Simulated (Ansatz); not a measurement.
System: CH₄BS₂, net charge -1, singlet state. It need not be the lowest isomer of its formula. Whether it binds its extra electron was not tested at this geometry. 
Structure (B3LYP-D3(BJ)/def2-TZVP (Ansatz, a quantum-chemistry and plane-wave program) minimum search):
```xyz
8

C     -1.6538     0.4069     0.9285
B     -0.4233     0.1080     0.2509
S      0.5974     1.3091    -0.8045
S      0.3253    -1.6320     0.2385
H     -2.1741     1.3578     0.8321
H     -2.1560    -0.3125     1.5708
H     -0.0224     2.4391    -0.4203
H      1.6302    -1.3001     0.2480
```
Charge -1, spin multiplicity 1.

Total electronic energies in hartree. Valence correlation only, unless marked. Spin-orbit coupling is left out. No relativistic terms. Basis-set limits of correlation are two-point, X^-3; Hartree-Fock from the larger set.

```
level                                                program  energy (Eh)
--------------------------------------------  --------------  -----------
HF/6-31G*                                             Ansatz   -859.93682
HF/cc-pV(D+d)Z                                        Ansatz   -859.99937
revPBE-D3(BJ)/def2-TZVPD                      Ansatz + dftd3   -861.72966
HSE06/def2-TZVPD                                      Ansatz   -861.49187
wB97X-V/def2-TZVPD                                    Ansatz          ___
CCSD/6-31G                                            Ansatz   -860.15252
CCSD(T)/STO-3G                                        Ansatz   -850.52921
CCSD(T)/aug-cc-pV(Q+d)Z                               Ansatz   -860.84653
CCSD(T)/CBS(aug-cc-pV(T+d)Z,aug-cc-pV(Q+d)Z)          Ansatz    -860.8734
```

Task: Complete the blanks.

Result: 
- wB97X-V/def2-TZVPD, energy (Eh): -861.73433
